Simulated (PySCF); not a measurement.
## Heteronuclear NMR

Structure with atom numbers: `[CH3:1][CH2:2][O:3][SiH:4]([SiH3:5])[SiH3:6]` (H(Xn): hydrogen on atom n).

How the numbers were obtained: geometry: GFN2-xTB, PBE0/pcSseg-1 with gauge-including orbitals, in PySCF 2.14 (in vacuum, one averaged value for each set of equivalent atoms, single conformer, non-relativistic Hamiltonian).

(1) What are the 29Si shifts?

(2) Where does 17O resonate?

Results:

(1) 
| atoms | environment | σ (ppm) | δ (ppm) |
| --- | --- | --- | --- |
| Si4 | silicon bonded to O, 2 Si, H | 362.2 | -17.7 |
| Si5/Si6 | silicon bonded to Si, 3 H | 470.7 | -106.9 |

Shieldings were converted by a linear fit to measured shifts: 29Si (scatter 8.9 ppm rms, 25.8 ppm with the 6 outliers that the fit left out vs TMS, solution or neat liquid). A few per cent of atoms miss by over 2 rms, more outside the fitted compound classes.

On a 300 MHz spectrometer 29Si resonates near 59.6 MHz, so 1 ppm is 59.6 Hz.

(2) 
| atoms | environment | σ (ppm) | δ (ppm) |
| --- | --- | --- | --- |
| O3 | oxygen bonded to C, Si | 322.6 | -27.1 |

Shieldings were converted by a linear fit to measured shifts: 17O (scatter 10.7 ppm rms, 12.2 ppm with the 3 outliers that the fit left out vs liquid water, solution or neat liquid). A few per cent of atoms miss by over 2 rms, more outside the fitted compound classes.

On a 300 MHz spectrometer 17O resonates near 40.7 MHz, so 1 ppm is 40.7 Hz.
